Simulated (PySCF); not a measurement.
[Zr(OCH3)(H)3] (charge 0, multiplicity 1)

The numbers are results of PySCF with TPSSh-D3(BJ)/def2-TZVP // BP86-D3(BJ)/def2-SVP, not measurements.

```
Item                                                                     Value
-------------------------------------  ---------------------------------------
HOMO                                                                  -7.30 eV
dipole moment                                                           2.19 D
HOMO–LUMO gap                                                          5.28 eV
LUMO                                                                  -2.02 eV
charge on the central atom (Mulliken)                                   0.97 e
total energy                                                      -164.0420 Ha
cost                                   about 2.2 core-minutes (a rough figure)
```

```xyz
9

Zr    -0.1973     0.0386    -0.1218
O      1.6457     0.0471     0.2769
C      3.0201     0.0595     0.5718
H      3.6090     0.2469    -0.3516
H      3.3294    -0.9180     1.0001
H      3.2473     0.8597     1.3085
H     -0.6039     1.7804    -0.6799
H     -0.4176    -1.2337    -1.4796
H     -1.0595    -0.4374     1.4721
```
